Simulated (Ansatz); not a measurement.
Total energies of C$_{2}$H$_{4}$O$_{3}$Zr, SMILES `C#[C][Zr]([OH])([OH])[OH]`.

```xyz
10

C    -0.2315    0.2819    2.8716
C    -0.1344    0.1636    1.6660
Zr    0.0427   -0.0520   -0.5298
O     0.7848    1.5749   -1.2190
O     1.1976   -1.5407   -0.8798
O    -1.7141   -0.3611   -1.2305
H    -0.3168    0.3857    3.9299
H     0.9305    2.3724   -1.7188
H     1.9037   -2.0927   -1.2019
H    -2.4627   -0.7320   -1.6877
```

The species carries charge 0 and has multiplicity 1. Correlated methods include outer-core shells of Zr, which these sets cover unevenly. Zr takes the def2 core potential. The geometry is a stationary point of PBE0-D4/def2-TZVP. It is one conformer, not always the lowest. Basis def2-TZVPP, Ansatz.

RPA on PBE orbitals: Hartree–Fock energy of these orbitals -349.39765 Eh, correlation -2.08089 Eh (frozen core).

| functional | kind | energy without D4 (Eh) | D4 term (kJ/mol) |
| --- | --- | --- | --- |
| PBE | GGA | -351.30819 | -20.5 |
| revPBE | GGA | -351.57668 | -51.5 |
| BLYP | GGA | -351.55392 | -42.7 |
| r2SCAN | meta-GGA | -351.50221 | -5.3 |
| PBE0 | global hybrid, 25 % exact exchange | -351.27754 | -17.7 |
| B3LYP | global hybrid, 20 % | -351.65731 | -32.8 |
| r2SCANh | meta-GGA hybrid, 10 % | -351.46518 | -5.7 |
| r2SCAN0 | meta-GGA hybrid, 25 % | -351.41163 | -6.3 |
| BHLYP | global hybrid, 50 % | -351.38062 | -28.0 |
| CAM-B3LYP | range-separated hybrid | -351.48442 | -18.3 |
| LC-ωPBE | long-range corrected hybrid | -351.45038 | – |
| ωB97X-V | range-separated hybrid GGA with VV10 | -351.49863 | – |
| B2PLYP | double hybrid | -351.34702 | – |
| PBE-QIDH | double hybrid | -351.17981 | – |

Problem. Give the same for LDA (SPW92), B97M-V, HSE06 (plane-wave form), ωB97M-V. (Estimate.)

Solution. Ansatz gave: 
| functional | kind | energy without D4 (Eh) | D4 term (kJ/mol) |
| --- | --- | --- | --- |
| LDA (SPW92) | LDA | -349.19094 | – |
| B97M-V | meta-GGA with VV10 | -351.57689 | – |
| HSE06 (plane-wave form) | screened hybrid | -351.26192 | -16.7 |
| ωB97M-V | range-separated hybrid meta-GGA with VV10 | -351.45772 | – |

B3LYP takes the VWN-RPA correlation (the form of Gaussian; ORCA's B3LYP/G). HSE06 is the plane-wave form, built on full-range PBE exchange. The double hybrids freeze the cores in their second-order part.

LC-ωPBE has ω = 0.4 bohr⁻¹.
